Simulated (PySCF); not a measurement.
C6H8NO3 (charge -1).
Atom-mapped SMILES: `[CH3:1][C:2](=[O:3])/[CH:4]=[C:5](\[O-:6])[CH2:7][C:8]([NH2:9])=[O:10]` (hydrogens: H11, H12, H13 on C1; H14 on C4; H15, H16 on C7; H17, H18 on N9)

A GFN2-xTB structure was refined with PySCF 2.14.0, PBE0-D3(BJ)/def2-SVP geometry optimisation, gas phase. Its GFN2-xTB values:

| coordinate | GFN2-xTB |
| --- | --- |
| C1–C2 | 1.521 Å |
| C1–H11 | 1.088 Å |
| C2=O3 | 1.239 Å |
| C2–C4 | 1.418 Å |
| C4=C5 | 1.383 Å |
| C4–H14 | 1.082 Å |
| C5–O6 | 1.260 Å |
| C5–C7 | 1.553 Å |
| C7–C8 | 1.511 Å |
| C7–H15 | 1.094 Å |
| C8–N9 | 1.355 Å |
| C8=O10 | 1.222 Å |
| N9–H17 | 1.010 Å |
| N9–H18 | 1.043 Å |
| C1–C2–O3 | 119.4° |
| C1–C2–C4 | 117.7° |
| C2–C4–C5 | 127.3° |
| C4–C5–O6 | 127.4° |
| C4–C5–C7 | 115.5° |
| C5–C7–C8 | 111.8° |
| C7–C8–N9 | 111.8° |
| C7–C8–O10 | 124.1° |
| C4–C5–C7–C8 | -134° |
| C5–C7–C8–N9 | -52° |

**Question.** How do these coordinates change at the PBE0-D3(BJ)/def2-SVP level?

**Answer.** 
```
 coordinate  PBE0-D3(BJ)/def2-SVP (Å or °)  change
      C2–C4                          1.436  +0.018
      C4=C5                          1.399  +0.016
     C1–H11                          1.100  +0.012
     C7–H15                          1.106  +0.012
     C4–H14                          1.093  +0.011
      C7–C8                          1.521  +0.010
      C5–C7                          1.544  -0.009
      C2=O3                          1.235  -0.004
     N9–H17                          1.012  +0.002
      C5–O6                          1.262  +0.002
     N9–H18                          1.045  +0.002
      C1–C2                          1.522  +0.001
      C8–N9                          1.355   0.000
     C8=O10                          1.222   0.000
   C5–C7–C8                          116.1    +4.3
  C7–C8–O10                          122.8    -1.3
   C7–C8–N9                          112.8    +1.0
   C1–C2–C4                          118.5    +0.8
   C1–C2–O3                          118.6    -0.8
   C4–C5–O6                          127.0    -0.4
   C2–C4–C5                          127.0    -0.3
   C4–C5–C7                          115.7    +0.2
C5–C7–C8–N9                            -43      +9
C4–C5–C7–C8                           -140      -6
```

The energy falls by 1.5 kcal/mol over 10 energy and gradient evaluations, the largest force component goes from 0.0158 to 4.0e-04 Eh/bohr, and the atoms move by 0.106 Å rms after alignment. The bond that changes most is C2–C4 (ends: ketone carbonyl carbon; carbon bonded to 2 C and H), which lengthens by 0.018 Å. Bonds longer at the end by more than 0.005 Å: 9 of 17; shorter: 1. Among the dihedrals that turn most is H15–C7–C8–O10, from -113° to -102°. Rotational constants go from 3276, 646.2, 570.4 to 3429, 619.8, 545.2 MHz.

The run used 180 basis functions and 75 SCF cycles in all.

Whether it is a minimum is left open (no frequencies).

One conformer stands for the species.
